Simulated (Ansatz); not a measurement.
Ideal-gas functions of `OB1N=CO1` at 400 K and 1 bar, from an Ansatz frequency run at PBE0-D4/def2-TZVP.

Molar mass 70.84 g/mol, point group Cs (symmetry number 1), electronic degeneracy 1, moments of inertia 35.736, 92.656, 128.393 u Å². Harmonic wavenumbers (cm⁻¹, unscaled): 183, 377, 555, 671, 698, 753, 985, 998, 1001, 1159, 1308, 1577, 1645, 3164, 3882.

Use S(trans) = R[1.5 ln M + 2.5 ln T − 1.1517]; rotational temperatures θ = 24.2544 K / I; S(rot) = R[ln(√π/σ · √(T³/θAθBθC)) + 1.5]; for each mode x = 1.438777 ν̃/T, S = R[x/(eˣ − 1) − ln(1 − e⁻ˣ)] and H = RT x/(eˣ − 1); 1 cm⁻¹ = 0.0119627 kJ/mol; R = 8.31446 J/(mol·K).

**Question.** By hand: the entropy, in J/(mol·K).

**Answer.** Translation 168.1. Rotation: θ = 0.6787, 0.2618, 0.1889 K, giving 106.1. Vibration, mode by mode: 11.94, 6.39, 3.82, 2.75, 2.55, 2.18, 1.12, 1.08, 1.07, 0.67, 0.43, 0.19, 0.16, 0.00, 0.00, in all 34.4. Electronic 0.0. Sum 308.6 J/(mol·K).

**Question.** By hand: H − E and G − E in kJ/mol, counted from the electronic energy.

**Answer.** Zero-point energy ½ × 18956 × 0.0119627 = 113.4; thermal vibration 8.6; translation, rotation and pV give 4 RT = 13.3. H − E = 135.3 kJ/mol, and G − E = 135.3 − 400 × 308.6/1000 = 11.9 kJ/mol.

Vibration gives 11 % of the entropy. The sum counts one conformer and one mirror image; others add a mixing term.
